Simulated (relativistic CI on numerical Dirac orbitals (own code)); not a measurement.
Method of calculation: Dirac-Coulomb-Breit CI, separate exchange-only KLI orbitals for each configuration, model QED (radiative potential, 1s self-energy scaled to tabulated hydrogen-like ionisation energies), unscaled Slater integrals (own radial code, finite nucleus).

The strongest absorption lines from the ground level of an ion, among the configurations computed and to levels below about 1360 eV (vacuum wavelength in Å, gf): 9.4555 (0.52), 9.5568 (0.59), 11.779 (0.56), 11.822 (3.6), 11.834 (2.3), 11.869 (0.91), 11.959 (1.3), 12.111 (1).

(1) Which ion is it?
A. Fe XVIII
B. Zn XXII
C. Ni XX
D. Ge XXIV

Results:

(1) C. Ni XX has 9 electrons and the ground level 2s2 2p5 2P°_3/2; the strongest line goes to 2s2 2p4 3d 2D_5/2. The pattern of lines fixes the number of electrons, and along that sequence the line energies rise steadily with the charge (about as its square where n changes within one kind of shell, about linearly where n is kept but much faster in heavy ions where fine structure, which grows about as Z⁴, sets the gap, and irregularly where shells cross), which fixes Z. Configurations outside the model, such as inner-shell arrays, can give stronger lines. At this charge energies of transitions that change n are usually good to better than 1 %, and those within a shell (Δn = 0) to a few per cent.

LS names give the leading component of a level, which can be under half, so a name can repeat, a term be missing and a line seem to break the LS rules.
